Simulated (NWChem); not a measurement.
System: CH5FSi; SMILES C[SiH2]F

The following NWChem deck was run.

```
start job
memory heap 200 mb stack 900 mb global 1100 mb
geometry units angstroms noautosym nocenter noautoz
  Si     0.459657     0.149547    -0.000088
  C     -0.467734    -1.476851    -0.000614
  F     -0.589504     1.384270    -0.000047
  H      1.312198     0.269648     1.213074
  H      1.312670     0.270112    -1.212877
  H     -1.104875    -1.575247    -0.886500
  H      0.240662    -2.314922    -0.002012
  H     -1.103325    -1.576808     0.886202
end
basis spherical
  * library iglo-iii
end
dft
  xc b3lyp
  iterations 150
end
property
  shielding 6 1 2 3 4 6 7
end
task dft property
```

Coordinates come from a B3LYP/6-31G* (spherical d) optimisation.

GIAO values for the isolated, static molecule; σ is the absolute isotropic shielding, δ = σ(reference) − σ with the isolated reference molecule computed at the same levels (13C: tetramethylsilane, 19F: trichlorofluoromethane, 1H: tetramethylsilane, 29Si: tetramethylsilane).

Atoms are numbered as in the input.

Question: Predict the main results of this run. (B3LYP/IGLO-III, GIAO.) Quantities: δ Si1 (ppm); δ C2 (ppm); δ F3 (ppm); δ H4 (ppm); δ H6 (rotor mean) (ppm).

Answer: 
| Property | Result |
|---|---|
| δ Si1 (ppm) | -4.2 |
| δ C2 (ppm) | -1.0 |
| δ F3 (ppm) | -224.9 |
| δ H4 (ppm) | 5.41 |
| δ H6 (rotor mean) (ppm) | 0.38 |
